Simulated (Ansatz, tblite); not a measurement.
Cost and result up the ladder for `CCCCCCCCCC[S][Ag]` (33 atoms). The state is a singlet with charge 0. Geometry: PBE-D4/def2-SVP.

```tsv
atom	x (Å)	y (Å)	z (Å)
C1	1.036	-2.701	-4.076
C2	1.536	-3.267	-2.745
C3	1.962	-2.206	-1.719
C4	0.831	-1.300	-1.222
C5	1.273	-0.293	-0.157
C6	0.144	0.615	0.341
C7	0.582	1.608	1.422
C8	-0.513	2.579	1.885
C9	-1.699	1.908	2.588
C10	-2.775	2.895	3.037
S11	-4.181	2.166	3.967
Ag12	-4.934	0.486	2.523
H13	0.788	-3.510	-4.793
H14	0.123	-2.084	-3.951
H15	1.806	-2.058	-4.553
H16	0.746	-3.910	-2.294
H17	2.397	-3.943	-2.937
H18	2.423	-2.715	-0.844
H19	2.770	-1.576	-2.157
H20	0.383	-0.747	-2.077
H21	0.010	-1.932	-0.812
H22	2.099	0.334	-0.562
H23	1.713	-0.840	0.708
H24	-0.685	-0.022	0.723
H25	-0.284	1.177	-0.521
H26	1.445	2.196	1.039
H27	0.970	1.045	2.301
H28	-0.884	3.159	1.009
H29	-0.064	3.329	2.574
H30	-2.179	1.165	1.910
H31	-1.346	1.328	3.469
H32	-2.342	3.630	3.752
H33	-3.153	3.482	2.174
```

Ansatz on 4 threads of Arm Neoverse V2 on a shared host; xTB runs through tblite on one thread. Times are rough, summed over both states, and most runs start from the orbitals of an earlier one. PBE0-D4/def2-SVP serves as the yardstick here, not as an exact answer. The other state is a doublet.

In the def2 sets Ag takes a core potential; there is no spin–orbit coupling. The xTB rows come from tblite. HOMO above LUMO, or a gap near zero within one spin, warns that the state may not be the lowest or that an electron is smeared out.

Raw xTB energies of ions are shifted by several eV.

| level | functions | vertical IE (eV) | difference from PBE0-D4/def2-SVP (eV) | remarks |
| --- | --- | --- | --- | --- |
| PBE0-D4/def2-SVP | 294 | 7.69 | 0.00 | – |
| GFN2-xTB | 79 | 12.17 | 4.49 | – |
| PBE-D4/def2-SVP | 294 | 7.59 | -0.10 | gap within one spin near zero (+1 doublet) |
| GFN1-xTB | 100 | 13.16 | 5.47 | – |

(1) Estimate how long each takes.

Answers

(1) GFN2-xTB 0.048 s; GFN1-xTB 0.067 s; PBE-D4/def2-SVP 24 s; PBE0-D4/def2-SVP 40 s. On shared hardware such times vary by a factor of up to 3.
